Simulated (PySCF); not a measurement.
## Vertical excitation energies

Compound: C₅H₉BO₂.
SMILES: `C1CC1[C@H]1OBOC1`

Computed, not measured: PySCF 2.14.0, density-fitted response routines, TDDFT B3LYP/def2-SVPD, vertical, gas phase, core orbitals frozen in the response. Geometry: PBE0-D3(BJ)/def2-SVP, one conformer, isolated molecule. Torsions of this conformer, `[BH:1]1[O:2][CH2:3][C@@H:4]([CH:5]2[CH2:6][CH2:7]2)[O:8]1`: C3–C4–C5–C6 -91°.

```
state  E (eV)  E (hartree)       f  main configurations (H = HOMO, L = LUMO)
   S1    7.21       0.2650   0.013                                 H→L (91%)
   S2    7.38       0.2711   0.029                               H→L+1 (88%)
   S3    7.66       0.2814  0.0059                H-1→L (79%), H-1→L+1 (18%)
   S4    7.73       0.2840  0.0003                H-1→L+1 (76%), H-1→L (17%)
   S5    7.75       0.2848  0.0037                               H→L+2 (85%)
   S6    7.98       0.2931  0.0019                  H→L+3 (51%), H-2→L (33%)
   S7    8.00       0.2940  0.0061   H→L+4 (43%), H-2→L+1 (33%), H→L+3 (10%)
   S8    8.05       0.2957   0.030                H-1→L+2 (68%), H-2→L (13%)
   S9    8.07       0.2966   0.010   H-2→L (39%), H-1→L+2 (22%), H→L+4 (20%)
  S10    8.13       0.2989  0.0058   H-2→L+1 (52%), H→L+4 (23%), H→L+3 (14%)
```

Triplets (Tamm–Dancoff): T1 6.63 eV, H→L (46%), H→L+1 (35%), H→L+4 (14%); T2 7.14 eV, H→L+1 (45%), H→L (42%); T3 7.54 eV, H-1→L (54%), H-1→L+1 (36%); T4 7.58 eV, H→L+2 (65%), H→L+4 (14%), H→L (8%).

The lowest singlet lies at 7.21 eV (172 nm, vacuum ultraviolet) and is weak; its leading configuration is HOMO→LUMO (91%). The largest oscillator strength of a single state is 0.030. Löwdin shares by element: HOMO oxygen 57%, carbon 15% or more (atoms not listed hold the other 28%); LUMO boron 24%, oxygen 20%, hydrogen 12% or more (atoms not listed hold the other 45%). Of the 10 states listed, 4 reach f = 0.01 and 1 stays under 0.0005. The listed states span 0.92 eV, and the widest gap between neighbours is 0.28 eV (S2 to S3). The oscillator strengths of these states sum to 0.106; summed over the whole spectrum of an exact calculation they would give the number of electrons, 60 (Thomas–Reiche–Kuhn). All these states lie below the vertical ionisation energy of 10.01 eV (ΔSCF). The window holds the lowest 10 singlets.

Without π bonds the low states are Rydberg-like; a valence basis with one diffuse set may place them up to an eV too high.
